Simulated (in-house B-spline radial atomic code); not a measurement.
Re23+: [Kr] (4d3/2)3 (4d5/2)6 4f7 (with a hole in an inner shell)

Level of theory: Dirac-Hartree-Fock, average of the jj configuration, Fermi nucleus of rms radius 5.3698 fm; calculated with a radial B-spline atomic code at the basis-set limit.

Screening seen three ways: the hydrogenic charge with the same mean radius, Z_r = [3n² - l(l+1)]/(2<r>), the one with the same energy, Z_e = n√(-2ε), and Slater's rules. Values are occupation-weighted means over j. An effective charge above Z reflects the relativistic contraction of the inner shells.

```tsv
shell	electrons	ε (eV)	<r> (bohr)	Z_r	Z_e	Slater
1s	2	-72827	0.01804	83.16	73.16	74.70
2s	2	-13333	0.07554	79.43	62.61	70.85
2p	6	-11799	0.0679	73.64	58.90	70.85
3s	2	-3672.4	0.1961	68.83	49.29	63.75
3p	6	-3205.9	0.1962	63.72	46.05	63.75
3d	10	-2638.8	0.1787	58.74	41.78	53.85
4s	2	-1294.9	0.4278	56.11	39.02	47.25
4p	6	-1130.8	0.4472	51.43	36.47	47.25
4d	9	-914.08	0.4639	45.27	32.79	36.20
4f	7	-688	0.4612	39.03	28.44	27.90
```

The least bound orbital is 4f7/2 at -687.7 eV, while the most diffuse is 4d5/2 (<r> = 0.4667 bohr against 0.4628 bohr): energy order and size order differ.

For the 1s electron the small component carries 8.02 % of the norm, the zero-frequency Breit interaction raises the level by 254.3 eV, self-energy by 159.7 eV, and vacuum polarisation lowers it by 30.66 eV.
